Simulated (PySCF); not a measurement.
PySCF input for CdCl, SMILES [Cd+][Cl], charge +1, C-PCM-ωB97X/def2-TZVPD. Coordinates come from a B3LYP-D3(BJ)/def2-TZVPD optimisation. The spin state was assumed, not searched. The def2 effective core potentials stand for the cores of Cd; spin–orbit coupling is left out.

```python
import numpy as np
from pyscf import gto, scf, dft
from pyscf.solvent import pcm

mol = gto.M(
    atom='''
    Cd    0.00000000    0.00000000   -0.59299999
    Cl    0.00000000    0.00000000    1.67435292
    ''',
    basis='def2-TZVPD',
    ecp={'Cd': 'def2-tzvp'},
    charge=1,
    spin=0,
    max_memory=1600,
    verbose=3,
)
mf = dft.RKS(mol, xc='wb97x').density_fit(auxbasis='def2-universal-jkfit')
mf.grids.level = 3
mf.conv_tol = 1e-9
mf.max_cycle = 100
mf.kernel()
res = {}
for name, eps in {'water': 78.355, 'chlorobenzene': 5.6968, 'tetrahydrofuran': 7.4257}.items():
    s = mf.PCM()
    s.with_solvent.method, s.with_solvent.eps, s.with_solvent.lebedev_order = 'C-PCM', eps, 29
    s.kernel(mf.make_rdm1())
    res[name] = (s.e_tot, eps, s.dip_moment(), s.mo_energy, s.converged)
    print(f'{name}: electrostatic solvation free energy {(s.e_tot - mf.e_tot) * 627.509474:.3f} kcal/mol')
```

Log of the run:

```
converged SCF energy = -627.701558367949

WARN: PCM is an experimental feature. It is still in testing.
Features and APIs may be changed in the future.

converged SCF energy = -627.88126350797

WARN: System has nonzero charge 1; the dipole moment is origin-dependent.
Location of origin: [0. 0. 0.]

Dipole moment(X, Y, Z, Debye):  0.00000,  0.00000, -9.47172
water: electrostatic solvation free energy -112.767 kcal/mol

WARN: PCM is an experimental feature. It is still in testing.
Features and APIs may be changed in the future.

converged SCF energy = -627.848306539094

WARN: System has nonzero charge 1; the dipole moment is origin-dependent.
Location of origin: [0. 0. 0.]

Dipole moment(X, Y, Z, Debye):  0.00000, -0.00000, -8.75204
chlorobenzene: electrostatic solvation free energy -92.086 kcal/mol

WARN: PCM is an experimental feature. It is still in testing.
Features and APIs may be changed in the future.

converged SCF energy = -627.856433943572

WARN: System has nonzero charge 1; the dipole moment is origin-dependent.
Location of origin: [0. 0. 0.]

Dipole moment(X, Y, Z, Debye): -0.00000,  0.00000, -8.92914
tetrahydrofuran: electrostatic solvation free energy -97.186 kcal/mol
```

The calculation finished and met its thresholds.
